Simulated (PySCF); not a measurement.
Bonds (- single, = double, # triple, : aromatic): Si1-O2 1.660 Å, O2-Si3 1.658 Å, Si3-P4 2.264 Å. Si1 carries H5, H6, H7; Si3 carries H8, H9; P4 carries H10, H11.

Geometry: PBE0-D3(BJ)/def2-SVP; GIAO shifts from PySCF 2.14.0 with density-fitted response routines, gas phase, non-relativistic, averaged over equivalent atoms.

At PBE0/6-311+G(2d,p) (174 basis functions, 14 s wall time on 1 thread of an Arm Neoverse V1, shared host):
```
   atoms  δ (ppm)
     Si3    -10.0
     Si1    -38.3
      O2     16.7
      P4   -279.9
   H8/H9     5.93
H5/H6/H7     5.29
 H10/H11     1.78
```

Chemical shifts δ = σref − σ; 29Si (σref 344.43), 1H (σref 31.51) vs TMS; H2O for 17O (σref 326.57); H3PO4 for 31P (σref 297.00), all at this level.

Estimate the result of repeating the calculation with WP04/pcSseg-2.

Answers


```csv
atoms,δ at WP04/pcSseg-2,change
Si3,-19.3,-9.3
Si1,-49.8,-11.5
O2,14.3,-2.4
P4,-233.0,+46.9
H8/H9,4.92,-1.01
H5/H6/H7,4.30,-0.99
H10/H11,1.39,-0.39
```

Shifts are taken against calculated references (same method and geometry level): 29Si (328.00 ppm), 1H (31.61 ppm) vs TMS; 17O (314.06 ppm) vs H2O; 31P (287.76 ppm) vs H3PO4.

The largest change is at P4 (phosphorus bonded to Si, 2 H). Cost: 263 basis functions, 26 s wall time on 1 thread of an Arm Neoverse V1, shared host.

Experimental scales use liquid or dissolved standards, which lie at an offset from isolated H2O (liquid H2O: subtract about 36 ppm) and H3PO4.
